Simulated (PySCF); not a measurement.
Sr⁺: excitation energy

Sr⁺ [Kr] 5s1 (2S) → Sr⁺ [Kr] 4d1 (2D), as a difference of total energies. Calculation: PySCF 2.14, in x2c-TZVPPall; the spin-free X2C one-electron Hamiltonian (Gaussian nucleus). Correlated levels: valence and next inner shell: [Ar] 3d10 frozen. The calculations carry no spin-orbit coupling.

```csv
method,excitation energy (eV),error (eV)
UHF,1.952,+0.126
LDA,1.716,-0.110
PBE,1.549,-0.277
PBE0,1.559,-0.267
r2SCAN,1.438,-0.388
B3LYP,1.671,-0.155
BHandHLYP,1.730,-0.096
BLYP,1.657,-0.169
MP2 (valence and next inner shell),1.942,+0.116
SCS-MP2 (valence and next inner shell),1.921,+0.095
```

Reference: 1.826 eV (measured; NIST levels, between the centres of gravity of the two terms).

Errors of the correlated levels include the incompleteness of this basis and the frozen core.
